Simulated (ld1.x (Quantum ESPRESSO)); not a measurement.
**Which change was made? (Tc, PAW)**

technetium (Tc), PAW, made with ld1.x (Quantum ESPRESSO) 7.5 (LDA (PZ), fully relativistic). Core [Ar] 3d10, reference 4s2 4p6 4d5 5s1.75 5p0 (charge +0.25). Waves: 4s (bound): rcut 1.35, rcutus 1.45 bohr; 5s (bound): rcut 1.35, rcutus 1.45 bohr; 4p (bound): rcut 1.55, rcutus 1.70 bohr; 5p (bound, empty): rcut 1.55, rcutus 1.70 bohr; 4d (bound): rcut 2.10, rcutus 2.55 bohr; 4d channel at 0.5 Ry: rcut 2.10, rcutus 2.55 bohr. Local part: all-electron potential smoothed inside 2.10 bohr (lloc = -1). Core correction: Bessel-smoothed model core inside 0.70 bohr. Augmentation charge: PSQ, inside the norm-conserving radii.

Open shells are filled in proportion to 2j + 1 (rel_dist='average').

Cutoffs, loose and tight: the cutoffs (Ry, on a coarse ladder) from which the occupation-weighted sum of valence levels, in a spherical-Bessel basis at the reference potential, stays within 10 and 1 mRy of its value at 400 Ry. They do not see the model core or the augmentation charge, which bear on the density cutoff. Test errors are all-electron minus pseudo excitation energies from the reference, over the configurations 4s2 4p6 4d5 5s2 5p0; 4s2 4p6 4d5 5s1 5p0; 4s2 4p6 4d5 5s0 5p0; 4s2 4p6 4d4 5s2 5p1; 4s2 4p6 4d6 5s0 5p0; 4s2 4p6 4d4 5s2 5p0; 4s1 4p6 4d5 5s2 5p0; variants that change the core or the reference have their own tests.

The base gives: outcome: generated; bound ghosts: not determined; largest test error (meV): -52.

Problem. After one change the result is: outcome: generated; bound ghosts: not determined; largest test error (meV): -179. Which change was it?
A. local potential all-electron potential smoothed inside 2.64 bohr (lloc = -1)
B. core [Kr], valence charge 7; reference 4d5 5s1 5p0; waves now 5s (bound): rcut 2.80, rcutus 3.20 bohr; 5s channel at 0.2 Ry: rcut 2.80, rcutus 3.20 bohr; 5p (bound): rcut 2.95, rcutus 3.50 bohr; 5p channel at 4.75 Ry: rcut 2.95, rcutus 3.50 bohr; 4d (bound): rcut 2.05, rcutus 2.25 bohr; 4d channel at 0.5 Ry: rcut 2.05, rcutus 2.25 bohr; local potential all-electron potential smoothed inside 1.75 bohr (lloc = -1); core correction Bessel-smoothed model core inside 2.35 bohr
C. all radii but the core radius scaled by about 1.05 (s 1.52, p 1.78, d 2.66 bohr, rcut 1.42/1.62/2.20); local potential all-electron potential smoothed inside 2.20 bohr (lloc = -1)

Solution. B. The others give: local potential all-electron potential smoothed inside 2.64 bohr (lloc = -1) → outcome: generated; bound ghosts: not determined; largest test error (meV): -41 | all radii but the core radius scaled by about 1.05 (s 1.52, p 1.78, d 2.66 bohr, rcut 1.42/1.62/2.20); local potential all-electron potential smoothed inside 2.20 bohr (lloc = -1) → outcome: generated; bound ghosts: not determined; largest test error (meV): -68.
